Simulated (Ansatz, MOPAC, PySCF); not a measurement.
Complex: HF (SMILES F) (first 2 atoms) with PH3 (SMILES P); geometry from B3LYP-D3(BJ)/def2-TZVP, rigid monomers moved along the line of their centres of mass till H2···P3 is 2.63 Å.
(charge 0, multiplicity 1):
```xyz
6

F     -1.44370    -0.22895    -0.24385
H     -0.94647    -0.05063     0.53323
P      0.44602     0.45112     2.71099
H      0.12870    -0.16694     3.94175
H      1.83158     0.17955     2.77356
H      0.53854     1.76070     3.23432
```

Interaction energies are E(AB) − E(A) − E(B) at the monomers' geometry in the complex; basis-set methods are counterpoise corrected. Rows marked so take none.

Rows in 3-21G carry no dispersion term and start afresh at each structure. The state that AM1 reach isn't checked.

Run with Ansatz (Gaussian basis) for Hartree–Fock, density functionals and correlated methods; MOPAC for AM1 (differences of heats of formation); PySCF for 3-21G rows. Values without a source in brackets are computed.

One of these levels gives -67.0 meV for the interaction energy. Which?
A. AM1
B. B3LYP/def2-TZVPPD
C. HF/3-21G (no counterpoise)
D. HF/aug-cc-pV(T+d)Z

A, AM1. The others give -220.7 (HF/3-21G (no counterpoise)), -169.0 (HF/aug-cc-pV(T+d)Z), -198.0 (B3LYP/def2-TZVPPD)

Ansatz is an electronic-structure program.
